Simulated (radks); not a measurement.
The numbers below are computed, except where a source is named.
Species: Cr4+. Configuration: [Ar] 3d2.

Code: a radial shooting solver on a logarithmic mesh with Libxc functionals. Model: scalar-relativistic Kohn-Sham, PBE, spin-polarised, spherical densities, finite nucleus; open shells are filled with parallel spins first; Fermi nuclear charge, rms radius 3.6452 fm.

Energy parts (hartree):
| part | energy |
|---|---|
| total | -1046.81975 |
| kinetic | 1057.57550 |
| electron-nucleus | -2453.46543 |
| Hartree | 395.99561 |
| exchange-correlation | -46.92542 |

Orbitals (lengths in bohr, moments of r in powers of bohr; <r^-3> diverges for s and p1/2; r(max) is where P^2 peaks; r(90%) holds 90 % of the orbital's charge):
orbital,occ.,eigenvalue (hartree),r(90%),r(max),<r^-3>
1s down,1,-218.3661,0.114,0.04161,-
1s up,1,-218.3657,0.114,0.04161,-
2s up,1,-26.84674,0.455,0.2436,-
2s down,1,-26.80823,0.454,0.2434,-
2p up,3,-22.92514,0.427,0.1979,361.2
2p down,3,-22.89570,0.426,0.1977,362.0
3s up,1,-4.92120,1.30,0.7678,-
3s down,1,-4.82541,1.30,0.7684,-
3p up,3,-3.84318,1.39,0.7828,47.36
3p down,3,-3.74933,1.40,0.7838,46.91
3d up,2,-2.17093,1.66,0.7638,4.516
3d down,0,-2.08017,1.68,0.7679,4.448
4s up,0,-1.51213,3.17,2.041,-
4s down,0,-1.46584,3.19,2.046,-
4p up,0,-1.23972,3.52,2.254,7.986

The highest occupied level is 3d up at -59.074 eV. Summed over all electrons, <r^2> = 10.89 bohr^2, which gives a Langevin (diamagnetic) susceptibility term of -8.62 x 10^-6 cm^3/mol. Spin moment in Bohr magnetons: 2.
